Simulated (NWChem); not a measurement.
# cyclotrisilazane (Si$_{3}$N$_{3}$H$_{9}$); SMILES N1[SiH2]N[SiH2]N[SiH2]1

```xyz
15

Si     1.2952     1.2952    -0.0130
N      1.5632    -0.4189    -0.0127
Si     0.4741    -1.7692    -0.0130
N     -1.1444    -1.1444    -0.0127
Si    -1.7692     0.4741    -0.0130
N     -0.4189     1.5632    -0.0127
H      1.9364     1.9364    -1.2086
H      1.9370     1.9370     1.1819
H      2.5461    -0.6822    -0.0127
H      0.7088    -2.6452    -1.2086
H      0.7090    -2.6460     1.1819
H     -1.8639    -1.8639    -0.0127
H     -2.6460     0.7090     1.1819
H     -2.6452     0.7088    -1.2086
H     -0.6822     2.5461    -0.0127
```
Atoms are numbered in this order, from 1.

The geometry was optimised at PBE0/def2-SVP. No frequency run checked for a minimum.

**Question.** List the 4 lowest vertical singlet excitations from CAM-B3LYP/6-31G* (spherical d), TDA (NWChem).

**Answer.** 
```csv
state,energy (eV),oscillator strength,leading excitation (squared amplitude)
S1,6.50,0.000,HOMO → LUMO (0.62)
S2,6.50,0.000,HOMO → LUMO+1 (0.62)
S3,6.86,0.049,HOMO−2 → LUMO+1 (0.43)
S4,7.06,0.000,HOMO−2 → LUMO (0.39)
```
